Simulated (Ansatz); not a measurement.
Stepwise reaction of `OB(F)F` with ammonia, as a gas-phase model of exchange steps in deposition or etching. ΔE in kJ/mol; ΔG adds harmonic PBE0-D4 terms to CCSD(T)/CBS, at 1 bar.

Computed with Ansatz on PBE0-D4/def2-TZVP structures; ΔE is electronic, products minus reactants. CBS: MP2 limit from def2 TZ/QZ plus the TZ coupled-cluster correction, frozen cores. This one scheme is used for every species. DFT in def2-TZVPP. B3LYP here is the variant with VWN-RPA as its local correlation; programs differ in this. One conformer a species, not always the lowest.

```
step                         reaction  PBE-D4  B3LYP-D4  ωB97M-V  CCSD(T)/CBS  ΔG(400 K)
   2  `NB(O)F` + NH₃ → `NB(N)O` + H–F    57.7      61.4     60.8         55.4       49.3
```

**Question.** Give the row of step 1, `OB(F)F` + NH₃ → `NB(O)F` + H–F. (An estimate is asked.)

**Answer.** Computed: 
```json
{"step": "1", "reaction": "`OB(F)F` + NH₃ → `NB(O)F` + H–F", "PBE-D4": "42.8", "B3LYP-D4": "46.4", "ωB97M-V": "46.6", "CCSD(T)/CBS": "42.5", "ΔG(400 K)": "43.6"}
```

**Question.** By hand: ΔE of the 2 steps together at CCSD(T)/CBS.

**Answer.** (42.5) + (55.4) = 97.9 kJ/mol, or 49.0 kJ/mol a step.

In ΔE each step is higher than the one before. All are uphill at CCSD(T)/CBS. ΔG lies between 43.6 and 49.3 kJ/mol a step. PBE-D4 differs from CCSD(T)/CBS by 0.3 to 2.3 kJ/mol a step. Isolated molecules leave out the surface, adducts and barriers. Largest T1 diagnostic: 0.012.
